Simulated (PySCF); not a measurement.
**Multinuclear NMR of C$_{8}$H$_{11}$NSi**

Mapped SMILES: `[cH:1]1[cH:2][c:3]([CH:4]2[CH2:5][SiH2:6][CH2:7]2)[cH:8][cH:9][n:10]1`; H(Xn) means a hydrogen on atom n. Ha(C5), Ha(Si6), Ha(C7) are cis to C3 on the ring; Hb(C5), Hb(Si6), Hb(C7) are trans to C3 on the ring.

Calculated, not measured (PySCF): σ from GIAO-PBE0/pcSseg-1, geometry: PBE0-D3(BJ)/def2-SVP. In vacuum, one averaged value for each set of equivalent atoms, single conformer, non-relativistic Hamiltonian.

Problem. What are the 29Si shifts?

Solution. 
| atoms | environment | σ (ppm) | δ (ppm) |
| --- | --- | --- | --- |
| Si6 | silicon bonded to 2 C, 2 H, in a 4-membered ring | 379.5 | -36.5 |

Shieldings were converted by a linear fit to measured shifts: 29Si: δ = 279.39 − 0.832σ (rms 9.7 ppm, 87 shifts, 23.4 ppm with the 5 outliers that the fit left out vs TMS, solution or neat liquid). Occasional misses reach two or three times the rms, and more in compound classes unlike the fitted ones.

On a 400 MHz spectrometer 29Si resonates near 79.5 MHz, so 1 ppm is 79.5 Hz.

Problem. Predict the 15N NMR data.

Solution. 
| atoms | environment | σ (ppm) | δ (ppm) |
| --- | --- | --- | --- |
| N10 | pyridine-type ring nitrogen | -90.7 | -67.4 |

Shieldings were converted by a linear fit to measured shifts: 15N (scatter 7.2 ppm rms vs CH3NO2, solution or neat liquid). Occasional misses reach two or three times the rms, and more in compound classes unlike the fitted ones.

On a 300 MHz spectrometer 15N resonates near 30.4 MHz, so 1 ppm is 30.4 Hz.
